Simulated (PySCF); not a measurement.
**Cd²⁺: excitation energy**

Cd²⁺ [Kr] 4d10 (1S) → Cd²⁺ [Kr] 4d9 5p1 (high-spin determinant), as a difference of total energies. All numbers are calculated (PySCF 2.14, scalar relativity by spin-free X2C-1e, in x2c-TZVPPall with one added diffuse shell each of s, p, d, f type (9s7p7d3f1g, 95 functions)). Correlated levels: valence and next inner shell: [Ar] 3d10 frozen. The calculations carry no spin-orbit coupling.

```
                                method  excitation energy (eV)
                                   UHF                  16.280
    MP2 (valence and next inner shell)                  17.317
SCS-MP2 (valence and next inner shell)                  17.233
   CCSD (valence and next inner shell)                  16.994
CCSD(T) (valence and next inner shell)                  17.005
```

**Question.** How much does correlation contribute at CCSD(T) (valence and next inner shell)?

**Answer.** 17.005 − (16.280) = 0.725 eV, measured against UHF.

A first-order spin-orbit estimate (lowest level to lowest level, LS coupling) adds -0.154 eV.

The determinant of the upper state mixes LS terms, which raises its energy above the lowest term, most at the Hartree-Fock and MP2 levels.
